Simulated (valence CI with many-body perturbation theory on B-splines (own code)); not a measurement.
**Pd40+: electric-dipole lines**

Calculated by valence CI with perturbative core correlation (CI+MBPT): four valence electrons over a frozen Dirac-Fock core [He], a basis of 11 s, 11 p, 9 d, 7 f, 5 g, 2 h, 1 i functions for each j, with the one-electron correlation potential Σ1, the two-electron term Σ2, the three-electron term Σ3, Breit, model QED; selected CI, second order for the rest (own B-spline code, finite nucleus).

The last digits are not significant, and no measured levels were compared; by estimate large intervals hold to a few tenths of a per cent, small ones and those within an open d or f shell to about a per cent. Among the levels kept, up to 280 cm⁻¹ of a level comes from second order outside the variational space, and about a tenth of that is noise between levels of different J, which matters for small intervals.

Lines 51 to 100 of 235 in falling wavelength, among levels below 4004.6 eV, chosen from the strongest by gf and those to the six lowest levels. Wavelengths and rates use the calculated energies. Electric multipoles are in the length gauge, E1 and E2 with the static RPA response of the core. Weak lines are less certain than strong ones. Lines between different terms over intervals too small for the method are left out, as are lines whose strength nearly cancels. The highest levels of a list are the least certain.

Levels are named by their leading jj configuration (3d3/2^4 stands for four electrons in 3d with j = 3/2), which in mixed levels can hold well under half, so a name can repeat and another be missing. Letters in brackets count levels of one name in rising energy.

```csv
λ vac (nm),Upper,Lower,A (s⁻¹),S (a.u.) with core polarisation,S without
3.836,(2p1/2 2p3/2^3) J=1,(2s 2p1/2 2p3/2^2) J=1 [b],1.70e+11,1.42e-02,1.42e-02
3.699,(2s 2p3/2^3) J=2,(2s^2 2p3/2^2) J=2,2.35e+11,2.93e-02,2.94e-02
3.690,(2s 2p1/2 2p3/2 3p3/2) J=3 [c],(2s^2 2p1/2 3p3/2) J=2,1.97e+11,3.42e-02,3.42e-02
3.656,(2s 2p1/2 2p3/2 3p3/2) J=2 [c],(2s^2 2p1/2 3p3/2) J=1,2.29e+11,2.76e-02,2.76e-02
3.648,(2p1/2^2 2p3/2^2) J=2,(2s 2p1/2^2 2p3/2) J=1,1.45e+11,1.73e-02,1.74e-02
3.644,(2s 2p1/2 2p3/2 3d3/2) J=3 [c],(2s^2 2p1/2 3d3/2) J=2,1.65e+11,2.77e-02,2.77e-02
3.644,(2p3/2^4) J=0,(2s 2p3/2^3) J=1,8.24e+11,1.97e-02,1.97e-02
3.627,(2s 2p1/2 2p3/2 3p1/2) J=2 [c],(2s^2 2p1/2 3p1/2) J=1,2.07e+11,2.44e-02,2.45e-02
3.617,(2s 2p1/2 2p3/2 3p1/2) J=1 [b],(2s^2 2p1/2 3p1/2) J=1,2.85e+11,2.00e-02,2.00e-02
3.616,(2p1/2 2p3/2^3) J=2,(2s 2p1/2 2p3/2^2) J=2 [b],3.27e+11,3.82e-02,3.83e-02
3.607,(2s 2p1/2 2p3/2 3p1/2) J=1 [c],(2s^2 2p1/2 3p1/2) J=0,2.41e+11,1.67e-02,1.68e-02
3.595,(2s 2p1/2 2p3/2 3p3/2) J=2 [d],(2s^2 2p1/2 3p3/2) J=2,2.59e+11,2.98e-02,2.98e-02
3.592,(2s 2p1/2 2p3/2 3s) J=2 [c],(2s^2 2p1/2 3s) J=1,2.09e+11,2.40e-02,2.40e-02
3.586,(2s 2p1/2 2p3/2 3d3/2) J=2 [c],(2s^2 2p1/2 3d3/2) J=2,2.15e+11,2.45e-02,2.46e-02
3.583,(2s 2p1/2 2p3/2 3s) J=1 [c],(2s^2 2p1/2 3s) J=1,2.16e+11,1.47e-02,1.47e-02
3.563,(2s 2p1/2 2p3/2 3d3/2) J=1 [c],(2s^2 2p1/2 3d3/2) J=2,3.29e+11,2.20e-02,2.21e-02
3.555,(2s 2p1/2 2p3/2 3p3/2) J=1 [c],(2s^2 2p1/2 3p3/2) J=1,1.99e+11,1.32e-02,1.32e-02
3.543,(2s 2p1/2 2p3/2 3p3/2) J=1 [d],(2s^2 2p1/2 3p3/2) J=2,2.51e+11,1.65e-02,1.66e-02
3.494,(2s 2p1/2 2p3/2^2) J=0,(2s^2 2p1/2 2p3/2) J=1,2.34e+11,4.92e-03,4.93e-03
3.476,(2s 2p1/2^2 2p3/2) J=1,(2s^2 2p1/2^2) J=0,2.58e+11,1.60e-02,1.61e-02
3.465,(2p1/2^2 2p3/2 3s) J=2,(2s 2p1/2^2 3s) J=1,1.56e+11,1.61e-02,1.61e-02
3.422,(2s 2p1/2 2p3/2^2) J=2 [b],(2s^2 2p1/2 2p3/2) J=2,3.97e+11,3.93e-02,3.93e-02
3.387,(2s 2p1/2 2p3/2^2) J=1 [a],(2s^2 2p1/2 2p3/2) J=1,3.88e+11,2.23e-02,2.24e-02
3.375,(2s 2p1/2 2p3/2^2) J=1 [b],(2s^2 2p1/2 2p3/2) J=2,3.82e+11,2.17e-02,2.18e-02
3.299,(2p1/2^2 2p3/2^2) J=0,(2s 2p1/2^2 2p3/2) J=1,4.48e+11,7.94e-03,7.96e-03
3.298,(2s 2p1/2 2p3/2^2) J=2 [b],(2s^2 2p1/2 2p3/2) J=1,1.81e+10,1.60e-03,1.61e-03
3.255,(2s 2p1/2 2p3/2^2) J=1 [b],(2s^2 2p1/2 2p3/2) J=1,2.64e+10,1.35e-03,1.35e-03
3.249,(2s 2p3/2^3) J=1,(2s^2 2p3/2^2) J=2,4.94e+11,2.51e-02,2.51e-02
3.163,(2p1/2^2 2p3/2^2) J=2,(2s 2p1/2^2 2p3/2) J=2,1.78e+11,1.39e-02,1.39e-02
2.450,(2p1/2 2p3/2^3) J=1,(2s 2p1/2^2 2p3/2) J=1,2.84e+10,6.17e-04,6.19e-04
2.199,(2s 2p3/2^3) J=1,(2s^2 2p1/2 2p3/2) J=1,2.30e+10,3.63e-04,3.63e-04
0.3773,(2s 2p1/2^2 3s) J=1,(2s 2p1/2^2 2p3/2) J=1,2.18e+12,1.73e-04,1.73e-04
0.3754,(2s 2p1/2^2 3s) J=0,(2s 2p1/2^2 2p3/2) J=1,2.31e+13,6.02e-04,6.00e-04
0.3752,(2s^2 2p1/2 3p3/2) J=1,(2s 2p1/2^2 2p3/2) J=2,2.99e+12,2.34e-04,2.33e-04
0.3752,(2p1/2^2 2p3/2 3s) J=2,(2p1/2^2 2p3/2^2) J=2,1.10e+13,1.43e-03,1.43e-03
0.3744,(2s 2p3/2^2 3s) J=2,(2s 2p3/2^3) J=2,2.41e+13,3.13e-03,3.12e-03
0.3720,(2s^2 2p1/2 3d5/2) J=2,(2s^2 2p3/2^2) J=2,6.63e+11,8.42e-05,8.38e-05
0.3716,(2s 2p1/2 2p3/2 3s) J=2 [b],(2s 2p1/2 2p3/2^2) J=3,1.51e+13,1.91e-03,1.90e-03
0.3715,(2s^2 2p1/2 3s) J=1,(2s^2 2p1/2 2p3/2) J=2,1.94e+13,1.47e-03,1.47e-03
0.3714,(2s 2p1/2^2 3s) J=1,(2s 2p1/2^2 2p3/2) J=2,1.82e+13,1.38e-03,1.38e-03
0.3712,(2s 2p1/2 2p3/2 3s) J=1 [a],(2s 2p1/2 2p3/2^2) J=2 [a],2.05e+13,1.55e-03,1.55e-03
0.3706,(2s^2 2p3/2 3s) J=2,(2s^2 2p3/2^2) J=2,1.21e+13,1.52e-03,1.52e-03
0.3704,(2s^2 2p3/2 3s) J=1,(2s^2 2p3/2^2) J=2,1.21e+13,9.09e-04,9.06e-04
0.3702,(2s^2 2p1/2 3s) J=0,(2s^2 2p1/2 2p3/2) J=1,2.47e+13,6.20e-04,6.18e-04
0.3700,(2s 2p1/2^2 3p1/2) J=1,(2s^2 2p3/2^2) J=2,9.86e+12,7.39e-04,7.37e-04
0.3700,(2s^2 2p1/2 3s) J=1,(2s^2 2p1/2 2p3/2) J=1,3.95e+12,2.96e-04,2.95e-04
0.3621,(2s 2p1/2 2p3/2 3d5/2) J=2 [a],(2s 2p1/2 2p3/2^2) J=1 [a],2.54e+13,2.98e-03,2.98e-03
0.3619,(2s 2p1/2^2 3d3/2) J=1,(2s 2p1/2^2 2p3/2) J=1,1.71e+13,1.20e-03,1.20e-03
0.3610,(2s 2p1/2 2p3/2 3d5/2) J=1 [a],(2s 2p1/2 2p3/2^2) J=1 [a],2.20e+13,1.53e-03,1.53e-03
0.3609,(2s 2p1/2 2p3/2 3d5/2) J=2 [b],(2s 2p1/2 2p3/2^2) J=1 [b],1.39e+13,1.61e-03,1.62e-03
```
